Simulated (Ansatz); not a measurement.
Consider the cleavage of the Si–Si bond: `O[Si@@H]1[SiH2][Si@H]1[SiH3]` + `[OH][Cd][F]` → `[F][Cd][O][SiH3]` + `O[SiH]1[SiH2][SiH2]1`.

Program: Ansatz. Geometries: PBE0-D4/def2-TZVP. ΔE: electronic, gas phase. CCSD(T)/CBS is the MP2 limit (def2-TZVPP, def2-QZVPP) plus CCSD(T) − MP2 in def2-TZVPP, frozen cores. DFT in def2-TZVPP. B3LYP here is the variant with VWN-RPA as its local correlation; programs differ in this. Elements past krypton have def2 core potentials. For Cd outer-core shells are correlated without core-valence functions, which leaves a few kJ/mol of doubt a bond. Each species was taken in one conformer, which may not be the lowest.

Task: Is it downhill or uphill in electronic energy at CCSD(T)/CBS, and by how much? (Best estimate.)

Result: Computed: Downhill: ΔE = -79.8 kJ/mol.

Task: What do these levels give: ωB97X-V, B3LYP, HF/def2-TZVPP, CCSD(T)/def2-TZVPP, MP2/def2-QZVPP, CCSD/CBS(def2)? (Estimate.)

Result: Computed: ωB97X-V -84.3, B3LYP -85.4, HF/def2-TZVPP -121.6, CCSD(T)/def2-TZVPP -84.7, MP2/def2-QZVPP -84.9, CCSD/CBS(def2) -85.7 kJ/mol.

Largest T1 diagnostic among the species: 0.017.

From PBE to PBE0 (25 % exact exchange), in def2-TZVPP and without D4, ΔE moves by −11.7 kJ/mol. In def2-TZVPP, CCSD(T) changes the Hartree–Fock value by +36.9 kJ/mol (the triples alone add +6.0 kJ/mol) and MP2 by +34.1 kJ/mol. The D4 term adds +5.1 kJ/mol with B3LYP and +3.2 kJ/mol with PBE0; it sums over pairs of atoms, weighted by their polarisabilities, and B3LYP, whose exchange is more repulsive, gets the larger term.
